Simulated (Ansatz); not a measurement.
Relaxation of CH8GeOSSi (13 atoms, charge 0, multiplicity 1), to a largest force component of 0.015 eV/Å in at most 40 steps.

These are results of Ansatz 0.2.0, RKS revPBE-D4/def2-SVP, not measurements.

```xyz
13
Properties=species:S:1:pos:R:3:forces:R:3
O -2.564 -0.676 0.282 0.36 0.25 -0.24
Si -1.207 0.305 -0.011 -0.62 0.12 -1.12
S -1.287 2.052 1.258 -0.45 0.28 -0.09
C -1.217 0.845 -1.859 -0.70 -2.80 1.27
Ge 0.332 1.823 -2.268 1.69 -0.04 0.09
H -2.615 -0.775 1.246 -0.29 -0.21 0.32
H 0.054 -0.424 0.234 0.42 -0.09 0.34
H -2.468 2.491 0.660 0.60 -0.23 0.29
H -2.127 1.394 -2.011 -0.99 0.73 -0.34
H -1.300 -0.129 -2.455 0.15 0.88 0.36
H 0.407 3.075 -1.419 0.07 0.50 0.30
H 1.615 0.934 -2.006 -0.34 0.25 -0.03
H 0.296 2.171 -3.717 0.09 0.36 -1.15
```

Problem. Where does it end, and by what steps?

Solution. The forces met the threshold. After 16 steps the energy has fallen by 0.330 eV; H11 moved furthest, 0.65 Å.

```
step  energy less start (eV)  largest force component (eV/Å)  accepted
   0                  0.0000                           2.799       yes
   1                 -0.2475                           0.956       yes
   2                 -0.2861                           0.357       yes
   3                 -0.3024                           0.268       yes
   4                 -0.3076                           0.116       yes
   5                 -0.3139                           0.037       yes
   6                 -0.3154                           0.199       yes
   7                 -0.3172                           0.132       yes
   8                 -0.3198                           0.084       yes
   9                 -0.3223                           0.189       yes
  10                 -0.3257                           0.104       yes
  11                 -0.3275                           0.081       yes
  12                 -0.3285                           0.086       yes
  13                 -0.3293                           0.035       yes
  14                 -0.3295                           0.020       yes
  15                 -0.3296                           0.016       yes
  16                 -0.3296                           0.009       yes
```

```xyz
13
Properties=species:S:1:pos:R:3
O -2.739 -0.550 0.231
Si -1.244 0.190 -0.020
S -0.920 1.868 1.323
C -1.223 0.730 -1.813
Ge 0.283 1.936 -2.282
H -2.899 -0.816 1.154
H -0.092 -0.718 0.313
H -1.927 2.613 0.784
H -2.176 1.249 -2.048
H -1.177 -0.172 -2.461
H -0.029 3.377 -1.803
H 1.594 1.440 -1.617
H 0.470 1.939 -3.826
```

Whether the end is a true minimum wasn't checked by a vibrational analysis.

Time of the run: 110 s on 2 threads of Arm Neoverse N1 (shared host), peak memory 0.2 GiB.
